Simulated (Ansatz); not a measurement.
Reaction (cleavage of the Ge–Ge bond): `[F][GeH]([F])[GeH3]` + CH₃SH → `C[S][GeH]([F])[F]` + GeH₄

Gas-phase electronic energies from Ansatz, PBE0-D4/def2-TZVP geometries. CBS: MP2 limit from def2 TZ/QZ plus the TZ coupled-cluster correction, frozen cores. This one scheme is used for every species. For Ge outer-core shells are correlated without core-valence functions, which leaves a few kJ/mol of doubt a bond. Scalar relativity is left out up to krypton. One conformer a species, not always the lowest.

`[F][GeH]([F])[GeH3]`:

Z-matrix (Å, degrees):
```
Ge
F 1 1.734
Ge 1 2.425 2 108.4
F 1 1.734 2 104.0 3 115.2
H 1 1.537 2 106.2 3 -132.9
H 3 1.533 1 108.5 2 176.4
H 3 1.531 1 108.4 2 56.1
H 3 1.533 1 108.5 2 -64.1
```

CH₃SH:

Z-matrix (Å, degrees):
```
C
S 1 1.806
H 1 1.089 2 111.5
H 1 1.089 2 111.5 3 -123.8
H 1 1.090 2 106.2 3 118.1
H 2 1.342 1 97.1 3 61.9
```

`C[S][GeH]([F])[F]`:

Cartesian coordinates in Å:
```
C 0.369 -1.323 0.754
S -0.517 0.186 1.256
Ge -0.448 1.219 -0.660
F 1.200 1.426 -1.142
F -1.063 2.806 -0.402
H -0.163 -1.859 -0.032
H 0.404 -1.954 1.642
H 1.385 -1.093 0.440
H -1.167 0.591 -1.856
```

GeH₄:

Z-matrix (Å, degrees):
```
Ge
H 1 1.534
H 1 1.534 2 109.5
H 1 1.534 2 109.5 3 -120.0
H 1 1.534 2 109.5 3 120.0
```

```json
{"species": "`[F][GeH]([F])[GeH3]`", "CCSD(T)/def2-TZVPP energy (Eh)": "-4353.17718"}
{"species": "CH₃SH", "CCSD(T)/def2-TZVPP energy (Eh)": "-438.16519"}
{"species": "`C[S][GeH]([F])[F]`", "CCSD(T)/def2-TZVPP energy (Eh)": "-2713.36537"}
{"species": "GeH₄", "CCSD(T)/def2-TZVPP energy (Eh)": "-2077.98646"}
```

Question: Work out ΔE.

Answer: ΔE = (-2713.36537) + (-2077.98646) − (-4353.17718) − (-438.16519) = -0.00946 Eh = -24.8 kJ/mol. CCSD(T)/CBS gives -23.5 kJ/mol.

Largest T1 diagnostic among the species: 0.012.

The D4 term adds −4.6 kJ/mol with B3LYP and −2.4 kJ/mol with PBE0; it sums over pairs of atoms, weighted by their polarisabilities, and B3LYP, whose exchange is more repulsive, gets the larger term. Leaving LDA and LC-ωPBE aside and taking each functional with its dispersion term where it has one, the values, not all of them listed here, spread over 12.5 kJ/mol, from B97M-V to PBE-D4. LDA lies −4.0 kJ/mol from PBE without D4.

B3LYP here is the variant with VWN-RPA as its local correlation; programs differ in this.
